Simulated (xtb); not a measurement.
SeCl₂, SMILES [Se](Cl)Cl. All values are semi-empirical tight-binding results from xtb (GFN2-xTB unless named), good for trends rather than for accurate numbers. Geometry optimised at GFN2-xTB. The isomer is the one that the SMILES or the coordinates give; other isomers of the formula were not compared.

| Item | Value |
|---|---|
| point group as xtb finds it | C2v |
| orbital gap | 2.84 eV |
| zero-point energy | 1.3 kcal/mol |
| G − E(el) at 298.15 K (modified RRHO) | -16.6 kcal/mol |
| static polarisability (D4 model) | 57.3 bohr³ |
| solvation energy, GFN2-xTB/ALPB(water) | 0.7 kcal/mol |
| solvation energy, GFN2-xTB/ALPB(toluene) | -2.6 kcal/mol |
